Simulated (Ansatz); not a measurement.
[MCl4] with several metals: gap (eV) at several levels, gas phase, relaxed structures; Ansatz. Core potentials for Ag in the def2 sets, no spin–orbit coupling. HOMO and LUMO are taken over both spins. Singlets are spin-restricted. The structures are stationary points that may keep the symmetry of their start. Remarks come from the PBE and PBE0 runs and from stability tests at other levels; not every state was tested.

```tsv
species	state	geometry	PBE-D4/def2-SVPD	PBE-D4/def2-TZVPD	r2SCAN-D4/def2-TZVPD	PBE0-D4/def2-SVPD	PBE0-D4/def2-TZVPD	remarks
[CuCl4]- (CuCl4⁻)	singlet	r2SCAN-D4/def2-SVPD	0.33	0.50	0.64	2.18	2.38	restricted, untested
[AgCl4]- (AgCl4⁻)	singlet	r2SCAN-D4/def2-SVPD	0.89	0.99	1.15	2.69	2.81	–
[MnCl4]- (MnCl4⁻)	quintet	PBE-D4/def2-SVPD	1.06	1.10	1.35	3.10	3.24	spin-contaminated (⟨S²⟩ up to 6.14)
```

Over the 3 species that have every level, the mean is 0.76 at PBE-D4/def2-SVPD, 0.86 at PBE-D4/def2-TZVPD, 1.05 at r2SCAN-D4/def2-TZVPD, 2.65 at PBE0-D4/def2-SVPD, 2.81 at PBE0-D4/def2-TZVPD. Orbital gaps grow with the share of exact exchange and aren't one observable across functionals.
